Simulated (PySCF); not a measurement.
Structure with atom numbers: `[SiH3:1][O:2][SiH2:3][O:4][SiH2:5][PH2:6]`. Hydrogens are named by the atom that carries them.

[PySCF 2.14: shieldings: GIAO PBE0/pcSseg-1; GFN2-xTB structure; equivalent nuclei averaged; non-relativistic; one conformer; gas phase]

Referencing at the same level of theory: ¹H (σref 31.72), ²⁹Si (σref 349.16) against TMS; H2O for ¹⁷O (σref 336.08); ³¹P (σref 318.38) against H3PO4.

```json
{"atoms": "O4", "nucleus": "¹⁷O", "count": "1", "Hirshfeld charge": "-0.31", "δ (ppm)": "57.6"}
{"atoms": "Si3", "nucleus": "²⁹Si", "count": "1", "Hirshfeld charge": "0.46", "δ (ppm)": "?"}
{"atoms": "H(Si3)", "nucleus": "¹H", "count": "2", "Hirshfeld charge": "-0.08", "δ (ppm)": "4.91"}
{"atoms": "Si5", "nucleus": "²⁹Si", "count": "1", "Hirshfeld charge": "0.35", "δ (ppm)": "-19.2"}
{"atoms": "Si1", "nucleus": "²⁹Si", "count": "1", "Hirshfeld charge": "0.39", "δ (ppm)": "-42.4"}
{"atoms": "H(P6)", "nucleus": "¹H", "count": "2", "Hirshfeld charge": "-0.01", "δ (ppm)": "1.24"}
{"atoms": "H(Si5)", "nucleus": "¹H", "count": "2", "Hirshfeld charge": "-0.08", "δ (ppm)": "?"}
{"atoms": "O2", "nucleus": "¹⁷O", "count": "1", "Hirshfeld charge": "-0.30", "δ (ppm)": "41.1"}
{"atoms": "P6", "nucleus": "³¹P", "count": "1", "Hirshfeld charge": "-0.02", "δ (ppm)": "-287.5"}
{"atoms": "H(Si1)", "nucleus": "¹H", "count": "3", "Hirshfeld charge": "-0.08", "δ (ppm)": "?"}
```

Q: Estimate the values marked ?.

A: 
- H(Si5): 5.86 ppm, hydrogen on a silicon bonded to O, P
- H(Si1): 5.27 ppm, hydrogen on a silicon bonded to O
- Si3: -45.0 ppm, silicon bonded to 2 O, 2 H

Experimental scales use liquid or dissolved standards, which lie at an offset from isolated H2O (liquid H2O: subtract about 36 ppm) and H3PO4.
